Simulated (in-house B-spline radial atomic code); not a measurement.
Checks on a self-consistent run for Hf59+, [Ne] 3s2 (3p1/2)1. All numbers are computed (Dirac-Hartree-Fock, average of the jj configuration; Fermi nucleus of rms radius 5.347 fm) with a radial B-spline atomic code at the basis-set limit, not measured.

| orbital | q | ε (Eh) | <1/r> | <r²> | small-component weight |
| --- | --- | --- | --- | --- | --- |
| 1s1/2 | 2 | -2592.75962 | 83.8167 | 0.000494226 | 0.073406 |
| 2s1/2 | 2 | -585.02902 | 20.6434 | 0.00732989 | 0.017039 |
| 2p1/2 | 2 | -567.43214 | 20.5001 | 0.00525755 | 0.016941 |
| 2p3/2 | 4 | -521.93974 | 17.461 | 0.0063791 | 0.015476 |
| 3s1/2 | 2 | -236.56828 | 8.28567 | 0.0413895 | 0.0066167 |
| 3p1/2 | 1 | -231.28539 | 8.22934 | 0.0370922 | 0.006574 |

Electron-electron repulsion V_ee = 856.1231 hartree.

Q: What total energy follows from the eigenvalues?

A: The eigenvalues count the repulsion twice, so E = Σqε - V_ee = -10282.622 - 856.123 = -11138.746 hartree; the run printed -11138.746.

Q: Does the Dirac virial theorem hold?

A: For a point nucleus E = -2c²Σq·w, with w the small-component weight. Here Σq·w = 0.29648 and c = 137.0360, so the ratio E/(-2c²Σq·w) is 1.000314; the finite nucleus accounts for the departure from 1.

Q: What diamagnetic shielding (Lamb formula) and susceptibility (Langevin formula) do the radii give?

A: σ = (α²/3)Σq<1/r> = 344.565/(3·137.036²) = 6116.2 ppm, and χ = -0.79199×10⁻⁶·Σq<r²> = -0.1359×10⁻⁶ cm³/mol with Σq<r²> = 0.17155 bohr². Both are non-relativistic formulas without the paramagnetism of open shells; for so heavy an element the full relativistic shielding is larger by tens of per cent.
